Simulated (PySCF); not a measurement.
System: CF3 (cation, charge +1), singlet: umbrella (inversion) coordinate, bond length relaxed. Scanned: angle between the C-F bonds and the threefold axis (90 = planar). Other coordinates (C-F bond length) were minimised at B3LYP/def2-TZVP.

Computed with: RHF/cc-pVDZ (PySCF); RKS-B3LYP/6-31G* = restricted B3LYP/6-31G*, spherical d in PySCF 2.14.0; MP2 on RHF/cc-pVDZ, 4 core orbitals frozen (PySCF); CCSD(T) on RHF/cc-pVDZ, 4 core orbitals frozen (PySCF).

Energies relative to the lowest point of each profile, in kcal/mol:

| a / ° | RHF | RKS-B3LYP/6-31G* | MP2 |
|---|---|---|---|
| 90 | 0.0 | 0.0 | 0.0 |
| 93 | 1.4 | 1.1 | 1.2 |
| 96 | 5.5 | 4.4 | 4.8 |
| 102 | 22.0 | 17.7 | 19.5 |
| 105 | 34.7 | 28.0 | 30.7 |
| 108 | 50.6 | 40.9 | 44.7 |
| 111 | 69.8 | 56.6 | 61.7 |
| 117 | 119.6 | 97.6 | 105.4 |
| 120 | 151.0 | 123.6 | 132.9 |
| 123 | 187.1 | 153.8 | 164.5 |
| 126 | 228.4 | 188.4 | 200.5 |
| 129 | 275.0 | 227.6 | 241.2 |

Problem. What does CCSD(T) give at the same points?

Solution. 90: 0.0; 93: 1.2; 96: 4.8; 102: 19.2; 105: 30.2; 108: 44.0; 111: 60.5; 117: 103.0; 120: 129.4; 123: 159.6; 126: 193.5; 129: 231.2 (kcal/mol).

The scan ran from 90.0 to 132.0; beyond the range shown the relaxed coordinates jump or full CI changes its symmetry label.
